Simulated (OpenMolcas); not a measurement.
How methods differ on CH5FOSn (SMILES C[O][SnH2][F])

The species is CH5FOSn (9 atoms), meant as a singlet with charge 0. SMILES: `C[O][SnH2][F]`. Geometry: relaxed at PBE0-D4/def2-TZVP. This is one conformer, not always the lowest.

Quantity: the vertical ionisation energy (to the doublet cation), in eV. The values are calculated.

```
                           level           kind     program  value (eV)
    HF/def2-SVP (core potential)   Hartree–Fock  OpenMolcas        9.19
 SVWN5/def2-SVP (core potential)            LDA  OpenMolcas        9.99
  BLYP/def2-SVP (core potential)            GGA  OpenMolcas        9.72
   PBE/def2-SVP (core potential)            GGA  OpenMolcas        9.84
 M06-L/def2-SVP (core potential)       meta-GGA  OpenMolcas       10.00
r2SCAN/def2-SVP (core potential)       meta-GGA  OpenMolcas       10.03
 B3LYP/def2-SVP (core potential)  global hybrid  OpenMolcas       10.17
 BHLYP/def2-SVP (core potential)  global hybrid  OpenMolcas       10.16
```

Spin-orbit coupling, which can split open shells on such heavy atoms by tenths of an eV, is left out. The values span 9.19 to 10.17 eV.
